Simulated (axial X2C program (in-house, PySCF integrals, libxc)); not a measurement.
# Testing model relations on RbB⁺

A bond curve at the PBE0 level, with spin–orbit coupling, was computed with an in-house all-electron X2C program for linear molecules (integrals from PySCF) (basis Rb dyall-cv3z [12s13p8d4f1g], B dyall-v3z [7s6p2d1f] (cores contracted in-house)) for the state Ω = 1/2 (⟨Sz⟩ = 0.50, ⟨Lz⟩ = 0.00 at PBE0). Its fit gives Re = 3.5169 Å, ωe = 128.3 cm⁻¹, ωexe = 1.82 cm⁻¹ and αe = 2.486e-03 cm⁻¹; the masses are 84.9118 and 11.0093 u. Two-component means X2C with spin–orbit coupling and atomic mean-field Coulomb and Gaunt terms.

Find the reduced mass, Be and the force constant.

From the PBE0 values: μ = 9.7457 u. Be = 16.8576/(μ Re²) = 0.1399 cm⁻¹. k = 5.8918×10⁻⁷ μ ωe² = 0.0945 mdyn/Å.

Estimate De from a Morse curve and compare with the computed well depth of 0.317 eV to Rb+ + B.

De(Morse) = ωe²/(4ωexe) = 0.280 eV against 0.317 eV computed, a ratio of 0.88. For De the Morse form works well here.

Estimate the centrifugal constant by the Kratzer relation.

D = 4Be³/ωe² = 6.65e-07 cm⁻¹.

A Morse curve ties αe to the other constants (Pekeris). How well does that hold?

αe(Morse) = 6Be²/ωe × (√(ωexe/Be) − 1) = 2.385e-03 cm⁻¹; the PBE0 curve gives 2.486e-03 cm⁻¹, a ratio of 0.96.

Where do the fundamental and the first overtone lie?

ν(1←0) = ωe − 2ωexe = 124.7 cm⁻¹; ν(2←0) = 2ωe − 6ωexe = 245.7 cm⁻¹.

The state is a single determinant with fixed occupations, the lowest that a limited PBE0 search found. De is counted from the lowest determinant-based energies of the atoms at the same level, without counterpoise correction. Density functionals use the spin component along the axis (collinear). In 2c an atomic determinant is not the ground J level, so De misses part of the atomic spin–orbit lowering. This holds for PBE0. PBE0 can misorder states that lie within some tenths of an eV, so this need not be the ground state of the molecule. The nearest other 2c determinant of the search, Ω = 3/2, lies 0.39 eV up at the distance of the search. Without a current term, density functionals place determinants with orbital angular momentum somewhat too high.
